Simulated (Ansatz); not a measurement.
InH2(OH) (InOH₃). Total charge 0; triplet. Geometry PBE-D4/def2-TZVP, that of the neutral singlet; atoms count from 1.

```xyz
5

In    0.6114    0.0713    0.1649
H     1.2466    1.2607    1.2266
H     1.2882   -1.2257   -0.7513
O    -1.3882    0.2815   -0.0200
H    -1.7580   -0.3879   -0.6203
```

In the def2 sets In takes a core potential; there is no spin–orbit coupling. At PBE0-D4/def2-TZVP a singlet of charge 0 lies 5.03 eV below the triplet at the same geometry.

Problem. Estimate the Mulliken populations from the PBE0/def2-TZVP orbitals of Ansatz.

Solution. 
```tsv
atom	charge (e)	spin (α − β)
In1	0.02	1.09
H2	-0.02	0.01
H3	0.13	0.42
O4	-0.46	0.49
H5	0.34	-0.01
```
Mulliken values depend strongly on the basis.

Problem. Where does the spin sit?

Solution. Summed by element: In 1.09, H 0.42, O 0.49, of 2 unpaired in all. Largest on single atoms: In1 1.09, O4 0.49, H3 0.42.

Problem. And the Mayer bond orders between heavy atoms (over 0.3)?

Solution. In1–O4 0.76 (2.02 Å).
